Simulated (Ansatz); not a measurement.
Consider the substitution at a C–Al bond: `CO/C(F)=[CH]/[AlH2]` + H–F → `CO/C(F)=C/F` + `[AlH3]`.

Computed with Ansatz on PBE0-D4/def2-TZVP structures; ΔE is electronic, products minus reactants. CCSD(T)/CBS adds triple-zeta CCSD(T) − MP2 to the extrapolated MP2 energy (def2 sets, frozen cores). This one scheme is used for every species. Double bonds are as drawn, so ΔE can hold a change between cis and trans. Functionals use def2-TZVPP. B3LYP here is the variant with VWN-RPA as its local correlation; programs differ in this. One conformer a species, not always the lowest.

`CO/C(F)=[CH]/[AlH2]`:

```xyz
12

C    -1.938    0.750   -1.245
O    -0.530    0.803   -1.047
C     0.018    0.075   -0.085
F    -0.888   -0.634    0.593
C     1.319    0.026    0.209
Al    2.095   -1.028    1.603
H    -2.136    1.423   -2.076
H    -2.263   -0.260   -1.501
H    -2.474    1.092   -0.358
H     1.924    0.660   -0.434
H     3.669   -0.957    1.804
H     1.205   -1.950    2.537
```

H–F:

```xyz
2

F     0.136   -0.204    0.389
H    -0.136    0.204   -0.389
```

`CO/C(F)=C/F`:

Z-matrix (Å, degrees):
```
C
O 1 1.428
H 1 1.091 2 110.9
H 1 1.094 2 110.2 3 -121.9
H 1 1.088 2 106.1 3 119.1
C 2 1.328 1 114.9 3 62.3
C 6 1.324 2 123.4 1 121.6
F 6 1.333 2 114.9 1 -60.9
F 7 1.335 6 121.5 2 174.1
H 7 1.080 6 122.7 2 -3.8
```

`[AlH3]`:

```xyz
4

Al    0.000    0.000    0.000
H     1.494    0.469   -0.249
H    -0.660   -1.084   -0.951
H    -0.835    0.616    1.199
```

(1) Is it downhill or uphill in electronic energy at CCSD(T)/CBS, and by how much? (An estimate is asked.)

(2) What do these levels give: ωB97M-V, r2SCAN, PBE0, B3LYP, HF/def2-TZVPP, SCS-MP2/def2-TZVPP, CCSD/def2-TZVPP, HF/def2-QZVPP, MP2/def2-QZVPP, SCS-MP2/def2-QZVPP, HF/CBS(def2), CCSD/CBS(def2)? (An estimate is asked.)

Largest T1 diagnostic among the species: 0.013.

Answers

(1) Ansatz gave: Uphill: ΔE = +1.54 eV.

(2) The calculation gave: ωB97M-V 1.43, r2SCAN 1.48, PBE0 1.43, B3LYP 1.33, HF/def2-TZVPP 1.28, SCS-MP2/def2-TZVPP 1.52, CCSD/def2-TZVPP 1.45, HF/def2-QZVPP 1.27, MP2/def2-QZVPP 1.69, SCS-MP2/def2-QZVPP 1.55, HF/CBS(def2) 1.27, CCSD/CBS(def2) 1.51 eV.

The D4 term adds +0.06 eV with B3LYP and +0.03 eV with PBE0; it sums over pairs of atoms, weighted by their polarisabilities, and B3LYP, whose exchange is more repulsive, gets the larger term. In def2-TZVPP, CCSD(T) changes the Hartree–Fock value by +0.21 eV (the triples alone add +0.03 eV) and MP2 by +0.39 eV.
